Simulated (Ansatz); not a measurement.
Reaction: H3BO (SMILES BO) → H2BO (SMILES [BH]O, doublet) + H (doublet) (the B-H bond breaks)
Each species at its own B3LYP-D3(BJ)/def2-TZVP minimum (Ansatz, a program for electronic structure).

Wanted: bond dissociation energy (electronic), in kcal/mol. Open shells are spin-unrestricted; no spin-orbit coupling. CBS(X,Y): correlation extrapolated as X^-3, Hartree-Fock from the larger set (Q,5: extrapolated as (X+1)exp(-9√X)). A bracket is a step between two methods taken in the basis named. Functionals run without relativity, which enters their misses. Double hybrids freeze cores in their MP2 part. '+ core + X2C': CCSD(T) terms for core correlation (cc-pwCVTZ) and scalar relativity (cc-pVTZ-DK). Where a partner has so few electrons that a lower coupled-cluster level is exact, that level stands in.

CCSD(T)/CBS(cc-pVQZ,cc-pV5Z) + [CCSDT(Q) - CCSD(T)]/cc-pVTZ + [CCSDTQ - CCSDT(Q)]/cc-pVDZ + core + X2C (Ansatz) gives 111.8 kcal/mol.

Task: What does PBE/def2-TZVPD (Ansatz) give here, and how do the other levels compare?

Result: PBE gives 105.9 kcal/mol, 5.9 kcal/mol below it. Differences of the others: r2SCAN/def2-TZVPD (Ansatz) -6.0; B3LYP/def2-TZVPD (Ansatz) -1.9; PBE0/def2-TZVPD (Ansatz) -5.2; wB97M-V/def2-TZVPD (Ansatz) 0.3; B2PLYP/def2-TZVPD (Ansatz) -2.3; CCSD(T)/CBS(cc-pVQZ,cc-pV5Z) + core + X2C (Ansatz) 0.0 kcal/mol. Nearer than PBE: B3LYP/def2-TZVPD, PBE0/def2-TZVPD, wB97M-V/def2-TZVPD, B2PLYP/def2-TZVPD, CCSD(T)/CBS(cc-pVQZ,cc-pV5Z) + core + X2C.
